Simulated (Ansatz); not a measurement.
Computed with Ansatz on PBE0-D4/def2-TZVP structures; ΔE is electronic, products minus reactants. CBS: MP2 limit from def2 TZ/QZ plus the TZ coupled-cluster correction, frozen cores. This one scheme is used for every species. Functionals use def2-TZVPP. B3LYP here is the variant with VWN-RPA as its local correlation; programs differ in this. HSE06 is defined as in plane-wave codes. Each species was taken in one conformer, which may not be the lowest.

`CSBO[SiH3]` + `[SiH3]OBCl` → `CSBCl` + `[SiH3]OBO[SiH3]`  (redistribution)

`CSBO[SiH3]`:

Cartesian coordinates in Å:
```
C 1.216 1.885 1.307
S 0.838 0.769 -0.064
B -0.538 -0.197 0.576
O -1.116 -1.165 -0.169
Si -0.878 -1.773 -1.689
H 0.522 1.709 2.127
H 2.236 1.707 1.646
H 1.125 2.915 0.966
H -0.946 0.024 1.682
H 0.509 -2.285 -1.819
H -1.849 -2.877 -1.863
H -1.119 -0.714 -2.700
```

`[SiH3]OBCl`:

Cartesian coordinates in Å:
```
Si -0.002 0.888 -0.821
O 0.683 0.003 0.416
B 0.255 -1.046 1.123
Cl -1.334 -1.760 0.806
H -1.260 1.514 -0.351
H 0.994 1.925 -1.170
H -0.261 0.006 -1.983
H 0.925 -1.530 1.980
```

`CSBCl`:

Z-matrix (Å, degrees):
```
C
S 1 1.810
H 1 1.088 2 110.2
H 1 1.089 2 109.0 3 120.4
H 1 1.089 2 109.0 3 -120.4
B 2 1.766 1 103.2 3 -0.0
Cl 6 1.749 2 119.0 1 -180.0
H 6 1.191 2 121.7 1 0.0
```

`[SiH3]OBO[SiH3]`:

Cartesian coordinates in Å:
```
Si -1.693 1.481 0.655
O -0.484 0.469 0.164
B 0.485 0.569 -0.786
O 1.353 -0.453 -0.965
Si 1.443 -1.906 -0.170
H -1.651 2.748 -0.118
H -2.990 0.796 0.438
H -1.507 1.759 2.099
H 0.584 1.549 -1.470
H 0.185 -2.673 -0.342
H 2.571 -2.647 -0.780
H 1.704 -1.691 1.275
```

```csv
level,ΔE (kJ/mol),difference from CCSD(T)/CBS
LDA (SPW92),-9.8,-0.6
PBE-D4,-9.0,0.2
revPBE-D4,-7.9,1.3
BLYP-D4,-7.8,1.4
r2SCAN-D4,-9.7,-0.5
B97M-V,-10.7,-1.5
PBE0-D4,-9.9,-0.7
B3LYP-D4,-8.8,0.4
r2SCANh-D4,-10.0,-0.8
r2SCAN0-D4,-10.3,-1.1
HSE06-D4,-10.0,-0.8
BHLYP-D4,-9.1,0.1
CAM-B3LYP-D4,-9.9,-0.7
ωB97X-V,-8.8,0.4
ωB97M-V,-9.1,0.1
B2PLYP,-11.0,-1.8
PBE-QIDH,-10.8,-1.6
PBE,-10.6,-1.4
revPBE,-11.4,-2.2
BLYP,-11.4,-2.2
r2SCAN,-9.9,-0.7
PBE0,-11.2,-2.0
B3LYP,-11.6,-2.4
r2SCANh,-10.2,-1.0
r2SCAN0,-10.6,-1.4
BHLYP,-11.8,-2.6
CAM-B3LYP,-11.3,-2.1
LC-ωPBE,-10.6,-1.4
RPA@PBE/def2-TZVPP,-10.3,-1.1
MP2/def2-SVP,-9.7,-0.5
CCSD/def2-SVP,-10.2,-1.0
CCSD(T)/def2-SVP,-10.1,-0.9
HF/def2-TZVPP,-11.6,-2.4
SCS-MP2/def2-TZVPP,-10.4,-1.2
CCSD/def2-TZVPP,-10.7,-1.5
CCSD(T)/def2-TZVPP,-10.2,-1.0
HF/def2-QZVPP,-11.4,-2.2
SCS-MP2/def2-QZVPP,-9.8,-0.6
MP2/CBS(def2),-9.1,0.1
CCSD/CBS(def2),-9.8,-0.6
CCSD(T)/CBS,-9.2,0
```

Largest T1 diagnostic among the species: 0.013.

Leaving LDA and LC-ωPBE aside and taking each functional with its dispersion term where it has one, the values spread over 3.2 kJ/mol, from B2PLYP to BLYP-D4.
